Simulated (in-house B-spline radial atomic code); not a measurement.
## RPA and G0W0 on BHandHLYP: Cu22+

Configuration [He] 2s2 2p3, highest spin, mean-field start BHandHLYP. Computed with a B-spline radial code for spherical atoms: all electrons, scalar-relativistic (spin-free one-electron X2C), finite nucleus, each spin shell either full or empty, empty states to l = 9 with an (l + 1/2)⁻⁴ tail; G0W0 by contour deformation at full frequency.

Command:
```bash
python run_gw.py task.json out
```
Settings (radii: box in bohr, nucleus in fm):
```
Z                        29
electrons                7
configuration            [He] 2s2 2p3
hamiltonian              x2c
method                   bhandhlyp
lmax                     9
rms_radius               3.8823
spin_polarised           True
box_radius               3.81
intervals                64
```

Cost of the run: 1.7 s on 1 thread of Arm Neoverse N1 (shared host).

Energies (hartree):

| term | value |
| --- | --- |
| mean-field total | -1258.44329 |
| Hartree-Fock functional on these orbitals | -1258.18553 |
| direct second order | -0.46149 |
| second-order exchange | 0.23439 |
| SOSEX correction | 0.21951 |

Task: What is the RPA correlation energy, and what remains with SOSEX?

Result: RPA gives -0.43493 hartree (-1.69 eV per electron); RPA + SOSEX gives -0.21542, and the second-order doubles -0.2271 hartree (no singles). SOSEX takes back 50 % of the RPA value.

Quasi-particle levels (eV):

```csv
level,occupied,mean field,Σx - vxc,Σc,QP weight,G0W0
2p up,yes,-2033.21,-29.39,?,?,?
2s down,yes,-2100.90,-17.86,-5.11,0.989,-2123.87
1s down,yes,-10157.97,-94.15,13.33,0.991,-10238.78
2p down,no,-1938.51,29.30,-3.83,0.995,-1913.04
```

G0W0 = mean field + (Σx - vxc) + Σc, with Σc (partial-wave tail included) taken at the quasi-particle energy. Levels of low weight are left out.

Task: Where does G0W0 put 2p up?

Result: At -2060.49 eV, with Σc = 2.10 eV and a quasi-particle weight of 0.992. The tabulated removal energy is 2044 ± 6 eV (NIST, semi-empirical); the calculation leaves out spin-orbit coupling, Breit and QED terms, and what these don't explain is the method's own error.
